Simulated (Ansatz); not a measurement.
Reaction (ligand exchange at the Si–O bond): `[OH][Al]([F])[O][SiH3]` + `[OH][Ga]([OH])[OH]` → `[OH][Ga]([OH])[O][SiH3]` + `[OH][Al]([OH])[F]`

Calculated with Ansatz (gas phase, PBE0-D4/def2-TZVP geometries, no zero-point term in ΔE). CCSD(T)/CBS is the MP2 limit (def2-TZVPP, def2-QZVPP) plus CCSD(T) − MP2 in def2-TZVPP, frozen cores. Functionals use def2-TZVPP. B3LYP here is the variant with VWN-RPA as its local correlation; programs differ in this. For Ga outer-core shells are correlated without core-valence functions, which leaves a few kJ/mol of doubt a bond. Scalar relativity is left out up to krypton. One conformer a species, not always the lowest.

`[OH][Al]([F])[O][SiH3]`:

Z-matrix (Å, degrees):
```
Si
O 1 1.627
H 1 1.486 2 110.0
H 1 1.486 2 109.4 3 119.7
H 1 1.486 2 110.3 3 -120.5
Al 2 1.669 1 167.2 3 71.7
F 6 1.638 2 119.8 1 -1.3
O 6 1.679 2 123.0 1 178.7
H 8 0.955 6 123.0 2 -0.0
```

`[OH][Ga]([OH])[OH]`:

```xyz
7

O     0.702   -0.390   -1.582
Ga    0.000    0.001    0.000
O     1.011   -0.053    1.457
O    -1.713    0.443    0.125
H     1.634   -0.616   -1.536
H     0.533    0.175    2.258
H    -2.167    0.441   -0.721
```

`[OH][Ga]([OH])[O][SiH3]`:

Cartesian coordinates in Å:
```
O 1.737 -1.423 -0.057
Ga 0.219 -0.874 -0.779
O -0.442 -1.653 -2.226
O -0.646 0.474 -0.035
Si -0.467 1.483 1.239
H 2.138 -2.159 -0.526
H -1.269 -1.263 -2.520
H -1.638 2.397 1.273
H -0.407 0.726 2.519
H 0.776 2.292 1.111
```

`[OH][Al]([OH])[F]`:

```xyz
6

O    -0.753   -0.421    1.354
Al   -0.092    0.044   -0.119
O     1.579    0.027   -0.289
F    -1.061    0.505   -1.369
H    -1.694   -0.435    1.519
H     2.021    0.279   -1.097
```

(1) Is it downhill or uphill in electronic energy at CCSD(T)/CBS, and by how much? (Estimate.)

(2) What do these levels give: PBE-D4, B3LYP-D4, ωB97X-V, B2PLYP, PBE0, B3LYP, MP2/def2-TZVPP, CCSD(T)/def2-TZVPP, HF/def2-QZVPP, MP2/def2-QZVPP, MP2/CBS(def2), CCSD/CBS(def2)? (Best estimate.)

Largest T1 diagnostic among the species: 0.014.

Results:

(1) Ansatz gave: Uphill: ΔE = +0.09 eV.

(2) Ansatz gave: PBE-D4 0.08, B3LYP-D4 0.08, ωB97X-V 0.09, B2PLYP 0.09, PBE0 0.09, B3LYP 0.10, MP2/def2-TZVPP 0.07, CCSD(T)/def2-TZVPP 0.08, HF/def2-QZVPP 0.11, MP2/def2-QZVPP 0.08, MP2/CBS(def2) 0.08, CCSD/CBS(def2) 0.10 eV.
